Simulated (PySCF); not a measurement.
**Unknowns**

- structure optimised with PBE0-D3(BJ)/def2-SVP
- couplings computed with B3LYP/pcJ-1 (spin–dipole term left out of most H,H and C,H couplings)
- σ from GIAO-PBE0/pcSseg-1
- run in PySCF 2.14
- isolated molecule, single conformer, equivalent nuclei averaged, relativity neglected

Chemical shifts δ = σref − σ; 1H and 13C against TMS, all at this level. Multiplet labels drop J under 1 Hz and among equivalent protons, and merge close values. Unscaled 3J(H,H) run several per cent high. Where no couplings were computed, multiplicities follow the n + 1 count of equivalent neighbours, and m marks all less simple cases (inequivalent or close neighbours, rings, F or P nearby). One-bond C–F couplings are unscaled and too large by tens of Hz. Acid and N–H amide carbonyl carbons lie up to 10 ppm further downfield in solution (hydrogen bonding). Shifts are as computed. Against solution values, carbons near 30 ppm lie about +2 ppm off and those near 130 ppm about +5 ppm. Of 1211 compounds with measured shifts, 218 miss one by over three times the rms of a fit or turn the order of signals round; such compounds aren't used in these exercises. Groups on amide-type nitrogens are kept apart (slow C–N rotation). OH and NH positions are gas-phase values without hydrogen bonding to other molecules.

Q: C5H4F3NO. 1H NMR (400 MHz, computed): δ 7.53 (m, 1H), 5.78 (dtd, J = 16.0, 2.5, 1.3 Hz, 1H), 4.62 (br, 1H), 4.43 (br, 1H). 13C{1H} NMR (computed): δ 163.5 (C, ddd, J = 380.7, 375.5, 45.8 Hz), 163.2 (C), 135.4 (CH, ddd, J = 14.4, 9.2, 3.7 Hz), 134.1 (C, ddd, J = 301.0, 47.8, 23.3 Hz), 122.9 (CH, d, J = 4.2 Hz). Identify the compound.

A: SMILES NC(=O)/C=C/C(F)=C(F)F. Rings plus π bonds: 3 (no ring in the answer). 5 carbon signals for 5 carbons: no two carbons are equivalent. Carbon types of the structure: 3 × C, 2 × CH, leaving 2 H on heteroatoms. δC 163.5, 134.1: fully substituted alkene carbon; the olefinic region. δC 163.2: amide carbonyl carbon; lone-pair donation from the attached heteroatom keeps it upfield of a ketone carbonyl. δC 135.4: β carbon of a C=C–C=O unit; conjugation with the carbonyl draws π density from the β position. δC 122.9: α carbon of a C=C–C=O unit; an sp2 carbon of a C=C bond.

The shifts were computed for this structure.

Q: C8H14O2. 1H NMR (500 MHz, computed): δ 4.28 (m, 1H), 1.96 (s, 3H), 1.88 (m, 2H), 1.62 (m, 2H), 1.48 (m, 1H), 1.22 (m, 2H), 1.05 (m, 2H), 1.00 (m, 1H). 13C{1H} NMR (computed): δ 173.5 (C), 72.0 (CH), 33.3 (CH2), 27.6 (CH2), 26.7 (CH2), 22.4 (CH3). Identify the compound.

A: `O=C(C)OC1CCCCC1`. The formula gives 2 degrees of unsaturation (1 ring in the answer). 6 carbon signals for 8 carbons: some carbons are equivalent by symmetry or fast rotation. Carbon types of the structure: 1 × C, 1 × CH, 5 × CH2, 1 × CH3, which accounts for all hydrogens. δC 173.5: ester carbonyl carbon; it is a carbonyl in resonance with an O or N lone pair, the region of acids, esters and amides. δC 72.0: sp3 CH bonded to O; the inductive effect lowers its shielding. δH 4.28: hydrogen on an sp3 CH bonded to O; its carbon carries O, which withdraws density. δH 1.96: hydrogen on a methyl carbon α to a carbonyl; α to C=O.

The shifts were computed for this structure.
